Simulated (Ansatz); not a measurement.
`[CH3][Ga-]([CH3])([OH2+])[Cl]`, relaxed with RKS PBE-D4/def2-SVP in Ansatz 0.2.0 from a rough embedded geometry. The force threshold is 0.03 eV/Å; the program also tests the step.

Charge 0, multiplicity 1.

Start:

```xyz
13

C    -0.874    1.162   -1.070
Ga    0.069    0.339    0.422
C     1.344   -0.969   -0.341
O    -1.067   -0.523    1.595
Cl    1.183    1.887    1.553
H    -1.492    0.433   -1.628
H    -1.627    1.934   -0.640
H    -0.191    1.713   -1.708
H     1.894   -1.501    0.531
H     0.796   -1.787   -0.881
H     2.055   -0.490   -1.001
H    -1.509   -1.241    0.998
H    -0.582   -0.957    2.170
```

(1) How much energy does the relaxation release, and in how many steps? (Best estimate.)

(2) Which bonds change most? (Best estimate.)

(3) Give the relaxed structure. (Estimate.)

Results:

(1) Ansatz gave: 163.37 kJ/mol, in 12 steps, 1 of them rejected.

(2) The calculation gave: Ga2–O4 from 1.847 to 2.201 Å; O4–H13 from 0.867 to 0.994 Å; O4–H12 from 1.033 to 0.978 Å; Ga2–Cl5 from 2.217 to 2.272 Å.

(3) The calculation gave: 
```xyz
13

C    -0.995    1.372   -1.137
Ga    0.195    0.311    0.016
C     1.447   -1.164   -0.388
O    -1.198   -0.686    1.397
Cl    0.812    1.434    1.893
H    -1.600    0.716   -1.796
H    -1.676    1.991   -0.521
H    -0.396    2.050   -1.778
H     1.906   -1.564    0.538
H     0.945   -1.989   -0.932
H     2.267   -0.788   -1.032
H    -0.854   -1.575    1.612
H    -0.852   -0.109    2.129
```
